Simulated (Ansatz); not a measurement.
Basis sets compared for Cu(PH3)Cl (CuPH₃Cl). Charge 0, multiplicity 1. Geometry PBE-D4/def2-TZVP. Ansatz on 4 threads of Arm Neoverse V2 on a shared host; times are rough, and most runs start from earlier orbitals.

```xyz
6

Cu   -1.230   -0.459    0.566
P     0.611    0.229   -0.282
H     1.573    0.862    0.552
H     0.586    1.201   -1.319
H     1.484   -0.700   -0.910
Cl   -3.025   -1.134    1.393
```

Binding counts from free atoms (Cu doublet, P quartet, H doublet, Cl doublet) in the same basis, without a counterpoise term.

| level | functions | energy (Eh) | HOMO (eV) | LUMO (eV) | binding per atom (eV) | wall time |
| --- | --- | --- | --- | --- | --- | --- |
| PBE-D4/def2-SVP | 82 | -2442.8521 | -5.28 | -1.28 | 2.71 | 0.5 s |
| PBE0-D4/def2-SVP | 82 | -2442.9272 | -6.59 | -0.45 | 2.62 | 0.75 s |

Question: Estimate the rows for PBE-D4/def2-TZVP, PBE0-D4/def2-TZVP.

Answer: 
```
            level  functions  energy (Eh)  HOMO (eV)  LUMO (eV)  binding per atom (eV)  wall time
 PBE-D4/def2-TZVP        137   -2443.3934      -5.82      -1.79                   2.67     0.85 s
PBE0-D4/def2-TZVP        137   -2443.4543      -7.10      -0.96                   2.61      1.2 s
```
